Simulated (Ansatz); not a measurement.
CH7AlClNSi (`C[SiH](N)[AlH][Cl]`). The species carries charge 0 and has multiplicity 1.

Cartesian coordinates in Å:
```
C 0.278 0.768 -1.495
Si -0.094 0.431 0.309
N 1.404 0.331 1.176
Al -1.284 -1.691 0.634
Cl -2.714 -2.211 -0.832
H 0.909 -0.014 -1.923
H 0.795 1.725 -1.609
H -0.649 0.818 -2.071
H -0.994 1.545 0.768
H 1.417 -0.070 2.100
H 2.054 1.102 1.126
H -1.122 -2.734 1.818
```

Q: Give the diagnostics of a CCSD(T)/def2-TZVPP run (frozen core, Ansatz). (An estimate is asked.)

A: Computed: T1 = 0.0101, largest single amplitude 0.014, largest double 0.021, (T) share of the correlation energy 3.7 %, 9 CCSD cycles. The RHF solution is stable towards an unrestricted one. T1 lies under the customary mark of 0.02 for closed shells.
